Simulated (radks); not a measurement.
The mean radii <r> (bohr) of the occupied orbitals of an atom or ion are listed with their occupations. Method: Dirac Kohn-Sham, BLYP, spin-unpolarised, spherical densities, point nucleus; computed with a radial shooting solver on a logarithmic mesh with Libxc functionals.

| orbital | occ. | <r> |
|---|---|---|
| 1s1/2 | 2 | 0.07684 |
| 2s1/2 | 2 | 0.3644 |
| 2p1/2 | 2 | 0.3261 |
| 2p3/2 | 4 | 0.3287 |
| 3s1/2 | 2 | 1.156 |
| 3p1/2 | 2 | 1.268 |
| 3p3/2 | 4 | 1.276 |
| 4s1/2 | 2 | 3.997 |

Name the element and its charge. Open shells, if any, are shared by 2j + 1.

Answer. Z = 20, calcium, charge 0: Ca in [Ar] 4s2. The 1s radius gives Z: for a bare nucleus <r> = (2 gamma + 1)/(2Z) with gamma = sqrt(1 - (Z/c)^2), 0.07446 bohr for Z = 20, and screening makes it slightly larger (0.07684 here). The occupations add up to 20, and the charge is Z minus that.
